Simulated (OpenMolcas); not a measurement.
**Ions of charge +3 along the 4d row with 4 fluoride ligands in tetrahedral coordination**

- Program: OpenMolcas
- Method: CASSCF
- Spin-orbit coupling: RASSI with atomic mean-field integrals over the reference wave functions

The d shell is active. Anionic complexes are neutralised by point charges behind the ligands. Distances were set from a Shannon-type radius of the metal (high-spin where two are listed) plus a fixed donor radius (F 1.31 Å). Ligand basis ANO-RCC-VDZP, DKH2 Hamiltonian. States (labels of Td). Energies in cm-1 above the lowest state or level, χT in cm3 K/mol; under a threefold ground state the first gap can be a small split of the lowest multiplet, not the spin-orbit step; 10Dq and B are least-squares fits to the states below 45000 cm-1, weighted by degeneracy, with a free offset, and given where the rms deviation is under 5 % of |10Dq| (or 100 cm-1) and under 700 cm-1; 10Dq is negative for this site. Spin-only χT is S(S+1) / 2 for the spin of the ground state.

```json
{"Ion": "Nb3+", "Shell": "4d2", "R (Å)": "1.9", "Metal basis": "ANO-RCC-VDZP", "Outer charge (e at Å behind ligand)": "0.25 at 2.4", "Ground state": "3A2", "First state of that spin": "3T2 11886", "10Dq": "", "B (rms of fit)": "", "First gap with spin-orbit (degeneracies)": "10163 (3, 2)", "χT at 300 K": "0.893", "First state of another spin": "1E 10431", "Spin-only χT": "1.000"}
{"Ion": "Mo3+", "Shell": "4d3", "R (Å)": "1.87", "Metal basis": "ANO-RCC-VDZP", "Outer charge (e at Å behind ligand)": "0.25 at 3.2", "Ground state": "4T1", "First state of that spin": "4T2 11563", "10Dq": "", "B (rms of fit)": "", "First gap with spin-orbit (degeneracies)": "420.8 (4, 2)", "χT at 300 K": "0.919", "First state of another spin": "2E 1440", "Spin-only χT": "1.875"}
{"Ion": "Ru3+", "Shell": "4d5", "R (Å)": "1.86", "Metal basis": "ANO-RCC-VDZP", "Outer charge (e at Å behind ligand)": "0.25 at 3.2", "Ground state": "6A1", "First state of that spin": "", "10Dq": "-12007", "B (rms of fit)": "703 (566)", "First gap with spin-orbit (degeneracies)": "1.0 (2, 4)", "χT at 300 K": "4.354", "First state of another spin": "2S+1 = 4: 13688", "Spin-only χT": "4.375"}
{"Ion": "Pd3+", "Shell": "4d7", "R (Å)": "1.94", "Metal basis": "ANO-RCC-VDZP", "Outer charge (e at Å behind ligand)": "0.25 at 3.2", "Ground state": "4A2", "First state of that spin": "4T2 9843", "10Dq": "", "B (rms of fit)": "", "First gap with spin-orbit (degeneracies)": "8904 (4, 4)", "χT at 300 K": "2.467", "First state of another spin": "2T1 14172", "Spin-only χT": "1.875"}
```

The rows also differ in their outer charges, so part of each step comes from that.

Every ion keeps the highest spin of its shell. χT departs most from the spin-only value for Mo3+, by -0.956 cm3 K/mol.

Without dynamic correlation the repulsion within the d shell is too large (B by tens of per cent), so at a given field states of lower spin stand too high. With metal d orbitals alone the field can be off either way by tens of per cent. Ligand-to-metal charge-transfer states are missing. With no ligand orbital active B as a rule stays too high, so bands that hang on it stand too high and its fall with covalency is understated. The least metal-like active orbital is 76 % on the metal (Löwdin) and no ligand orbital is active, so the numbers are rough (holds for Nb3+). An orbital triplet at a regular site is open to Jahn-Teller coupling, which can distort the site and quench the lowest spin-orbit gaps and is left out (holds for Mo3+). This shell can be high or low spin here, a state of another spin lies low, and with metal d orbitals alone active their balance is uncertain, so the ground spin may be wrong (holds for Mo3+). The least metal-like active orbital is 79 % on the metal (Löwdin) and no ligand orbital is active, so the numbers are rough (holds for Mo3+; Pd3+). The least metal-like active orbital is 82 % on the metal (Löwdin) and no ligand orbital is active, so the numbers are rough (holds for Ru3+). No measured value stands beside these numbers; the geometry was imposed, not optimised, and the real ion may take another.

A state without a sure symmetry label is named by its multiplicity alone.
